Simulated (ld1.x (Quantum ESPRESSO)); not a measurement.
# What one change does to a pseudopotential (rhodium, TM)

| Quantity | Value |
| --- | --- |
| Element | Rh (Z = 45) |
| Generator | ld1.x (Quantum ESPRESSO) 7.5 |
| Type | norm-conserving Troullier–Martins (Kleinman–Bylander form) |
| Functional | PBE |
| Relativity | scalar-relativistic |
| Frozen core | [Ar] 3d10 |
| Valence charge | 17 |
| Reference configuration | 4s2 4p6 4d9 5s0 5p0 |
| Partial waves | 4s (bound): rc 1.15 bohr; 4d (bound): rc 1.50 bohr; 4p (bound): rc 1.70 bohr |
| Local potential | the p channel |
| Core correction | none |

All-electron outer shells of the reference configuration (PBE, scalar-relativistic, ld1.x):

```csv
shell,level (eV),outermost node (bohr),outermost maximum (bohr)
3p,-479.63,0.15,0.34
3d,-297.37,–,0.29
4s,-79.41,0.47,0.88
4p,-47.45,0.47,0.94
4d,-3.59,0.46,1.15
5s,-3.36,1.20,2.77
5p,-0.41,1.37,4.45
```

Change: all radii scaled by about 1.26 (s 1.44, p 2.14, d 1.88 bohr).

Cutoffs: the cutoffs (Ry, on a coarse ladder) from which the occupation-weighted sum of valence levels, in a spherical-Bessel basis at the reference potential, stays within 10 and 1 mRy of its value at 400 Ry; they do not see the model core or the augmentation charge, which bear on the density cutoff. Errors are all-electron minus pseudo energies relative to the spin-unpolarised reference configuration.

**Question.** What does the change do?

**Answer.** The potential gets softer (110 Ry and 200 Ry → 70 Ry and 90 Ry); of the 7 tests that both files solve, the error grows in 3 and shrinks in 3 by more than 15 % and 0.3 meV (median size 153.4 → 149.9 meV); neither file shows a bound ghost. A larger radius leaves more room for a smooth pseudo-wave, so fewer plane waves are needed.

```csv
quantity,base,changed
"cutoff, loose",110 Ry,70 Ry
"cutoff, tight",200 Ry,90 Ry
loose cutoff by channel (10 mRy a level),"s 100 Ry, d 50 Ry, p 30 Ry","s 45 Ry, d 40 Ry, p 30 Ry"
bound ghosts,none,none
"error for 4s2 4p6 4d8 5s1 5p0, meV [ΔE 0.91 eV]",+214,+437
"error for 4s2 4p6 4d8 5s0 5p0, meV [ΔE 8.37 eV]",+3.4,+2.1
"error for 4s2 4p6 4d7 5s0 5p0, meV [ΔE 27.88 eV]",+21,+14
"error for 4s2 4p6 4d7 5s1 5p0, meV [ΔE 12.04 eV]",+338,+691
"error for 4s2 4p5 4d8 5s1 5p0, meV [ΔE 57.54 eV]",+333,+709
"error for 4s2 4p6 4d5 5s0 5p0, meV [ΔE 107.33 eV]",+153,+150
"error for 4s2 4p6 4d6 5s0 5p0, meV [ΔE 60.39 eV]",+66,+55
```
